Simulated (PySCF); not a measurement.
C3H8Si2, SMILES C#C[Si@@H](C)[SiH3]. Geometry: PBE-D3(BJ)/def2-SVP. The structure was generated by enumeration; whether it is a known compound was not checked.

All values below come from PBE-D3(BJ)/def2-SVP in PySCF.

Harmonic wavenumbers (cm⁻¹): 86, 99, 136, 139, 159, 283, 321, 400, 466, 500, 599, 649, 684, 697, 701, 729, 785, 837, 862, 902, 904, 1210, 1379, 1384, 2076, 2141, 2146, 2159, 2168, 2979, 3084, 3087, 3390. Rotational constants (GHz): 3.421, 2.038, 1.418; symmetry number 1.

Problem. Work out the zero-point energy and the ideal-gas rigid-rotor harmonic-oscillator thermochemistry at 298.15 K and 1 atm.

Solution. ZPE = ½ Σ hcν = ½ × 38143 cm⁻¹ = 54.53 kcal/mol. H − E(el) = 60.77 kcal/mol. Entropy in cal/(mol K): translation 39.73, rotation 27.88, vibration 23.62, total 91.22. G − E(el) = 33.57 kcal/mol. Cp = 33.50 cal/(mol K). Modes under 150 cm⁻¹ make the vibrational entropy uncertain.
